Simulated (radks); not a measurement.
Spherical jellium clusters: N electrons in a uniform positive sphere of charge N and radius rs N^(1/3), rs = 2.94 bohr. Method: non-relativistic Kohn-Sham, exchange-only LDA, spin-polarised, spherical densities; computed with a radial shooting solver with Libxc functionals. Levels are named by radial order and angular momentum (1s, 1p, 1d, 2s, ...), and open shells are averaged over m.

N = 24, configuration 1s2 1p6 1d10 2s2 1f(up 4, down 0). This is the lowest configuration that the search found. Occupied and some empty levels:

level    occupation  eigenvalue (eV)  <r> (bohr)
1s up             1          -6.8909       5.276
1s down           1          -6.6582       4.910
1p up             3          -5.6259       6.272
1p down           3          -5.1990       6.039
1d up             5          -4.0430       7.031
1d down           5          -3.4932       6.900
2s up             1          -3.3126       6.054
2s down           1          -3.0001       6.137
1f up             4          -2.2369       7.782
1f down           0          -1.6225       7.767
2p up             0          -1.4920       8.001
2p down           0          -1.1467       8.108
1g up             0         -0.33337       8.866
2d up             0         -0.16535       12.14

Energy (eV): total -14.6728, kinetic 71.846, external -2160.3, Hartree 1054.6, exchange-correlation -89.761, background 1108.9.
